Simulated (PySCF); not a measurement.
SMILES O=C(O)CB(O)O (GFN2-xTB optimised geometry):

```
12

O     -0.379    -1.573    -0.035
C      0.259    -0.543     0.000
O      1.595    -0.543     0.000
C     -0.336     0.822     0.000
B     -1.453     0.943    -1.172
O     -2.177    -0.124    -1.560
O     -1.648     2.150    -1.730
H      1.937    -1.451    -0.027
H      0.446     1.573    -0.073
H     -0.860     0.962     0.947
H     -1.937    -0.949    -1.121
H     -2.331     2.169    -2.401
```

Computed with PySCF with PBE/def2-TZVP.

What are the frontier orbital energies and the dipole moment?

HOMO-2 -7.84 eV, HOMO-1 -7.61 eV, HOMO -6.71 eV, LUMO -1.10 eV, LUMO+1 -0.12 eV; dipole moment 0.89 D.

Meta-Löwdin charges at PBE/def2-TZVP: O1 -0.47, C2 0.50, O3 -0.43, C4 -0.40, B5 0.42, O6 -0.50, O7 -0.49, H8 0.35, H9 0.15, H10 0.17, H11 0.36, H12 0.35.
